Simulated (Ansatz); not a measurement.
A nudged elastic band was laid between two geometries of H2S + H6OSi2 (12 atoms, charge 0, multiplicity 1).

Level of theory: RHF/6-31G* (Ansatz 0.2.0).

```json
{"movable images": "5", "climbing image": "yes", "spring": "5.0 eV/Å²", "optimiser": "quadratic models (default)", "start path": "through a guess of the saddle point", "force threshold": "0.05 eV/Å", "iteration limit": "60", "end points": "relaxed"}
```

Initial state:

```xyz
12
Properties=species:S:1:pos:R:3
Si -0.172 0.252 -0.497
O -0.161 -0.309 1.067
H -0.986 -0.336 1.534
Si 2.050 0.374 -1.235
H 2.061 0.790 -2.655
H 2.812 1.364 -0.447
H 2.712 -0.943 -1.125
H -0.822 1.580 -0.559
H -0.963 -0.651 -1.362
S 1.246 -2.780 3.445
H 1.134 -3.819 2.628
H 1.013 -1.876 2.502
```

Final state:

```xyz
12
Properties=species:S:1:pos:R:3
Si -0.054 -0.845 -0.400
O 0.774 0.384 2.423
H 0.040 0.116 2.961
Si 1.989 0.168 -0.962
H 2.711 -0.709 -1.911
H 1.741 1.465 -1.633
H 2.847 0.387 0.216
H -1.049 0.115 0.104
H -0.620 -1.486 -1.606
S 0.198 -2.454 1.042
H -0.188 -3.457 0.261
H 1.534 -0.039 2.803
```

Which bonds break or form, and what moves?

Bonds broken: Si1–O2, S10–H12. Bonds formed: Si1–S10, O2–H12. H2S + H6OSi2 becomes H2O + H6SSi2.

What energy profile does the band end with?

The forces met the threshold. The highest image is number 3 of 0 to 6, 1.95 eV above the first end and 1.62 eV above the last; the last end lies 0.34 eV above the first. Beside the main top the profile has a ripple of under 15 meV (maxima at images 1, 3), which may be a very shallow well or noise. Neighbouring images differ by up to 1.9 eV, so the band resolves the path poorly. A vibrational analysis at the climbing image gives one clearly imaginary mode, 186i cm⁻¹: a first-order saddle point. The orbitals stay closed-shell, which can raise the energy where a bond breaks towards radicals; this wasn't checked here.

| image | path coordinate (Å) | energy (eV) | Si1–O2 (Å) | S10–H12 (Å) | Si1–S10 (Å) |
| --- | --- | --- | --- | --- | --- |
| 0 | 0.00 | 0.00 | 1.66 | 1.33 | 5.17 |
| 1 | 2.67 | 0.04 | 1.66 | 1.33 | 4.58 |
| 2 | 5.35 | 0.03 | 1.66 | 1.33 | 4.52 |
| 3 | 8.02 | 1.95 | 1.88 | 2.13 | 2.77 |
| 4 | 9.72 | 0.77 | 3.20 | 2.46 | 2.20 |
| 5 | 11.42 | 0.39 | 3.51 | 2.82 | 2.18 |
| 6 | 13.11 | 0.34 | 3.19 | 3.27 | 2.18 |

What is the geometry of the highest image?


```xyz
12
Properties=species:S:1:pos:R:3:forces:R:3
Si 0.047 -0.416 -0.115 0.00 0.00 0.00
O -0.382 -0.245 1.703 -0.03 0.01 -0.03
H -0.532 0.604 2.113 0.01 -0.01 0.02
Si 2.189 0.149 -0.879 0.00 0.00 0.00
H 2.746 -0.949 -1.681 0.00 0.00 0.00
H 2.099 1.368 -1.717 0.00 0.00 0.00
H 3.047 0.452 0.282 0.00 0.00 0.00
H -0.823 0.777 -0.356 0.00 0.00 0.00
H -0.701 -1.527 -0.701 0.00 0.00 0.00
S 1.447 -2.333 1.305 0.00 0.00 0.00
H 0.613 -3.354 1.135 0.00 0.00 0.00
H 0.172 -0.884 2.209 0.01 0.00 0.02
```

The band took 40 iterations and about 7 core-minutes.

Time of the run: 7.1 min on 1 thread of Arm Neoverse V1, on a shared host, peak memory 0.17 GiB.
